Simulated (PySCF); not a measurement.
Geometry (Å), atoms numbered from 1 in this order:
```xyz
17

C     2.8916    0.5324    0.1094
Si    1.6990   -0.9348    0.2846
C     0.0144   -0.2761    0.8522
F    -0.0495    0.0035    2.1895
C    -1.0716   -0.0533    0.1235
C    -1.4194   -0.2015   -1.2824
C    -2.6694    0.2500   -1.0995
C    -2.4849    0.4657    0.3851
H     2.5373    1.2453   -0.6310
H     3.0022    1.0647    1.0506
H     3.8783    0.1987   -0.1983
H     2.1665   -1.8685    1.3125
H     1.5037   -1.6155   -0.9986
H    -0.8582   -0.5464   -2.1304
H    -3.5156    0.4126   -1.7405
H    -3.0913   -0.1631    1.0358
H    -2.5401    1.4982    0.7276
```

[PySCF: GIAO PBE0/pcSseg-1 shieldings; structure optimised with GFN2-xTB; rapidly exchanging positions averaged; non-relativistic Hamiltonian; one computed conformer; in vacuum]

Problem. Predict the 2D correlation tables (HSQC, COSY, HMBC).

Solution. 

HSQC (one-bond C–H):
```csv
δH,δC
6.66 (H15),146.0 (C7)
6.44 (H14),142.3 (C6)
3.27 (H16/H17),37.4 (C8)
0.35 (H9/H10/H11),-5.5 (C1)
```

COSY cross peaks (H two or three bonds apart, from the bond graph; peaks can be absent where the dihedral angle is near 90°):
```csv
δH,δH
6.66 (H15),6.44 (H14)
6.66 (H15),3.27 (H16/H17)
4.49 (H12/H13),0.35 (H9/H10/H11)
```

HMBC (two and three bonds, from the bond graph):
```csv
δH,δC
6.66 (H15),"142.3 (C6), 141.8 (C5), 37.4 (C8)"
6.44 (H14),"160.8 (C3), 146.0 (C7), 141.8 (C5), 37.4 (C8)"
4.49 (H12/H13),"160.8 (C3), 141.8 (C5), -5.5 (C1)"
3.27 (H16/H17),"160.8 (C3), 146.0 (C7), 142.3 (C6), 141.8 (C5)"
0.35 (H9/H10/H11),160.8 (C3)
```

Chemical shifts δ = σref − σ; $^{1}$H (σ = 31.72 ppm) and $^{13}$C (σ = 186.93 ppm) vs TMS, all at this level.

Shifts are as computed. Against solution values, carbons near 30 ppm lie about +3 ppm off and those near 130 ppm about +5 ppm. Of 1309 compounds with measured shifts, 239 miss one by over three times the rms of a fit or turn the order of signals round; such compounds aren't used in these exercises.
